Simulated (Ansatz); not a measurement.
Born–Oppenheimer molecular dynamics of CH₄BF₂N (9 atoms, charge 0, multiplicity 1). It starts from a relaxed structure.

Theory: RKS PBE0/6-31G (Ansatz 0.2.0).

* ensemble: NVT, Langevin thermostat
* time step: 0.25 fs
* steps asked: 312
* set temperature: 500 K
* friction: 0.01 /fs
* temperature schedule: 78 steps to 500 K, then 234 steps to 10 K
* seed: 81817

First frame:

```xyz
9
Properties=species:S:1:pos:R:3
N 0.116 0.721 1.219
B -0.363 -0.336 0.465
C -0.002 -0.359 -1.081
F 0.855 0.731 -1.404
F 0.709 -1.549 -1.375
H -0.049 0.819 2.208
H 0.691 1.439 0.797
H -1.028 -1.205 0.937
H -0.840 -0.308 -1.782
```

(1) How far do the bonds stretch over the last three quarters of this one trajectory? (Pairs bonded in most of those frames.)

Answers

(1) 
```json
{"bond": "N1–B2", "mean (Å)": "1.391", "spread (Å)": "0.013", "shortest": "1.37", "longest": "1.42"}
{"bond": "N1–H6", "mean (Å)": "1.016", "spread (Å)": "0.042", "shortest": "0.95", "longest": "1.09"}
{"bond": "N1–H7", "mean (Å)": "1.015", "spread (Å)": "0.030", "shortest": "0.96", "longest": "1.07"}
{"bond": "B2–C3", "mean (Å)": "1.604", "spread (Å)": "0.037", "shortest": "1.54", "longest": "1.68"}
{"bond": "B2–H8", "mean (Å)": "1.197", "spread (Å)": "0.023", "shortest": "1.16", "longest": "1.23"}
{"bond": "C3–F4", "mean (Å)": "1.433", "spread (Å)": "0.052", "shortest": "1.35", "longest": "1.52"}
{"bond": "C3–F5", "mean (Å)": "1.420", "spread (Å)": "0.021", "shortest": "1.39", "longest": "1.46"}
{"bond": "C3–H9", "mean (Å)": "1.100", "spread (Å)": "0.020", "shortest": "1.06", "longest": "1.13"}
```

Mean temperature of the second half: 340 K. The schedule's set-point averaged 173 K over the second half and the system 340 K, so it lags behind the ramp. A run of 0.078 ps of so small a system gives no equilibrium averages. Limits of this set-up: no polarisation functions.

The run took 7.9 min on 1 thread of Arm Neoverse V2, with other jobs on the host, peak memory 0.098 GiB.
